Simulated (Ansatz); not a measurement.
Basis-set extrapolation for `[NH2][Al]([OH])[SiH3]` (PBE0-D4/def2-TZVP geometry, frozen core, Ansatz). Multiplicity 1, RHF reference.

|  | def2-TZVPP | def2-QZVPP |
| --- | --- | --- |
| HF | -663.833881 | -663.857003 |
| MP2 correlation | -0.663898 | -0.714826 |
| CCSD(T) correlation | -0.728147 | not run |

Energies in hartree. Use E(X) = E(∞) + A·exp(−7.88·√X) for Hartree–Fock and E(X) = E(∞) + B·X^(−2.97) for correlation, with X = 3 and 4, and add CCSD(T) minus MP2 of the smaller set to the MP2 limit.

Problem. What is the CCSD(T) energy at the basis-set limit?

Solution. HF limit: -663.857003 + (-0.023122) × 0.13774 = -663.86019. MP2 limit: -0.714826 + (-0.050928) × 0.74074 = -0.75255. Higher-order term: -0.728147 − (-0.663898) = -0.06425. Total: -664.67699 hartree, 301.8 kJ/mol below CCSD(T)/def2-TZVPP.
